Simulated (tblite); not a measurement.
Start geometry of `CCCC1=CC=C(C#N)S1` from a force field or distance geometry (Å):
```
atom  x, y, z in Å
C1    -1.9813    0.6344   -1.3454
C2    -2.1209   -0.5465   -0.4306
C3    -1.3176   -0.3808    0.8602
C4     0.0998   -0.1986    0.4827
C5     1.1491   -0.0218    1.3519
C6     2.3679    0.1148    0.8221
C7     2.5158    0.0652   -0.5309
C8     3.7431    0.1902   -1.2679
N9     4.7329    0.2913   -1.8948
S10    0.7853   -0.1947   -0.9900
H11   -1.3970    0.3050   -2.2162
H12   -1.5904    1.5380   -0.8380
H13   -3.0263    0.8358   -1.7391
H14   -3.1644   -0.7153   -0.1085
H15   -1.7809   -1.4424   -0.9553
H16   -1.7461    0.5067    1.3973
H17   -1.5158   -1.2541    1.4899
H18    0.9602    0.0081    2.4462
H19    3.2768    0.2740    1.4741
```

Task: What comes out of this run: GFN2-xTB geometry optimisation, gas phase (tblite)?

Result: 
```
atom  x, y, z in Å
C1    -2.0971    0.9627   -0.9034
C2    -2.0672   -0.5221   -0.5651
C3    -1.1985   -0.8121    0.6662
C4     0.2270   -0.4458    0.4434
C5     0.9624    0.5137    1.0780
C6     2.2842    0.6072    0.6119
C7     2.5524   -0.2904   -0.3895
C8     3.7560   -0.4728   -1.0707
N9     4.7487   -0.6237   -1.6279
S10    1.1592   -1.2640   -0.7627
H11   -1.0964    1.3271   -1.1260
H12   -2.4921    1.5370   -0.0679
H13   -2.7275    1.1405   -1.7712
H14   -3.0818   -0.8728   -0.3670
H15   -1.6780   -1.0852   -1.4165
H16   -1.5752   -0.2476    1.5219
H17   -1.2668   -1.8776    0.9035
H18    0.5658    1.1350    1.8614
H19    3.0152    1.3000    0.9893
```

The energy falls by 128.5 kJ/mol over 153 L-BFGS steps, the largest force on an atom goes from 5.24 to 0.008 eV/Å, and the atoms move by 0.830 Å rms after alignment. The bond that changes most is C4–S10 (substituted aromatic carbon to thiophene-type sulfur), which lengthens by 0.106 Å. Bonds longer at the end by more than 0.005 Å: 6 of 19; shorter: 11. Among the angles that change most is C8–C7–S10, from 134.4° to 120.9°. Among the dihedrals that turn most is H16–C3–C4–C5, from 63° to -6°. Rotational constants go from 2879, 683.4, 574.2 to 2751, 646.0, 606.4 MHz. The orientation of the end geometry is arbitrary; only internal coordinates are fixed.

On one thread, Intel Xeon at 2.50 GHz (x86_64), shared host with 64 logical CPUs at a one-minute load of 53, this took 4.4 s.

Its GFN2-xTB frequencies are all real (lowest 27 cm⁻¹). One conformer, not necessarily the lowest.

All values are computed, not measured.
